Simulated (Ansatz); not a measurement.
Mulliken charges of F$_{5}$HSi$_{2}$ (`F[SiH](F)[Si](F)(F)F`) from r2SCAN/def2-TZVPP in Ansatz (PBE0-D4/def2-TZVP geometry).

| atom | x (Å) | y (Å) | z (Å) | charge (e) |
| --- | --- | --- | --- | --- |
| F1 | 1.202 | -0.681 | 1.775 | -0.295 |
| Si2 | 0.187 | -1.010 | 0.601 | 0.672 |
| F3 | 0.882 | -2.044 | -0.381 | -0.295 |
| Si4 | -0.210 | 0.970 | -0.592 | 0.849 |
| F5 | -1.187 | 0.706 | -1.804 | -0.286 |
| F6 | -0.887 | 2.054 | 0.335 | -0.286 |
| F7 | 1.120 | 1.589 | -1.169 | -0.282 |
| H8 | -1.015 | -1.642 | 1.179 | -0.077 |

**Question.** By hand: the dipole of these point charges (1 e Å = 4.8032 D).

**Answer.** Σ q r = (-0.312, -0.162, 0.149) e Å, of length 0.382 e Å = 1.83 D.

**Question.** How does the dipole of the full density compare? (An estimate is asked.)

**Answer.** Computed: (-0.187, -0.157, 0.127) e Å, 1.32 D; the point charges give 1.39 times that, at 12° from its direction.

Point charges leave out the atoms' own dipoles, such as those of lone pairs, and Mulliken's split depends on the basis, so the two needn't agree.
